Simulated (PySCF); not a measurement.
**Static response to an electric field**

Species: C6H8FN.
Atom-mapped SMILES: `[N:1]#[C:2][C@@H:3]1[CH2:4][CH2:5][CH2:6][C@@H:7]1[F:8]` (hydrogens: H9 on C3; H10, H11 on C4; H12, H13 on C5; H14, H15 on C6; H16 on C7)

Geometry (PBE0-D3(BJ)/def2-SVP, Å), atoms numbered from 1 in this order:
```xyz
16
C6H8FN angstrom
N      3.0243   -0.6721   -1.9933
C      2.1726   -0.6411   -1.2110
C      1.0926   -0.6129   -0.2362
C     -0.3096   -0.8855   -0.7994
C     -1.2217   -0.4894    0.3648
C     -0.4672    0.6277    1.1192
C      0.9049    0.7406    0.4601
F      0.8722    1.7197   -0.5074
H      1.3236   -1.3604    0.5441
H     -0.4398   -1.9234   -1.1353
H     -0.4689   -0.2264   -1.6660
H     -1.3812   -1.3543    1.0274
H     -2.2144   -0.1707    0.0179
H     -0.3644    0.4007    2.1904
H     -0.9594    1.6077    1.0433
H      1.7232    0.9876    1.1545
```

Level: wB97X-D/def2-SVPD (PySCF), static field, nuclei fixed, core orbitals frozen in the response. The polarisability tensor in these axes (au):

```
x    79.11  -0.41 -11.37
y    -0.41  64.11   4.25
z   -11.37   4.25  71.67
```

Problem. What are the eigenvalues, a third of the trace, and Δα (Δα² = ½Σ(αi − αj)² over the three pairs)?

Solution. Principal values 60.41, 66.78 and 87.70 au; mean 71.63 au = 10.61 Å³ = 11.81 × 10⁻⁴⁰ C²·m²/J; Δα = 24.73 au (35 % of the mean).

Problem. What is the dipole moment, and where does it point?

Solution. (-3.58, -1.02, 3.89) D, 5.38 D in size, pointing from the negative to the positive side. Measured along this direction, the outermost atoms are N1 at the negative end and H12 at the positive end.

Problem. What molar refraction does this α imply?

Solution. Lorentz–Lorenz: R = (4π/3)N_A α = 2.5225 cm³/(mol·Å³) × 10.61 Å³ = 26.8 cm³/mol, in the limit of long wavelengths.

Problem. Traceless (Buckingham) quadrupole moment about the centre of nuclear charge: eigenvalues?

Solution. -13.81, 3.66, 10.15 D·Å. The values depend on the origin, since the dipole doesn't vanish. The electronic extent ⟨r²⟩ about the same centre is 925 bohr², a root-mean-square distance of 2.08 Å for the 60 electrons.

Problem. Rayleigh depolarisation ratio (linearly polarised light, static tensor)?

Solution. ρ = 3Δα²/(45ᾱ² + 4Δα²) = 1834.7/(230887 + 2446.3) = 0.00786.

Geometry: PBE0-D3(BJ)/def2-SVP, one conformer, isolated molecule.
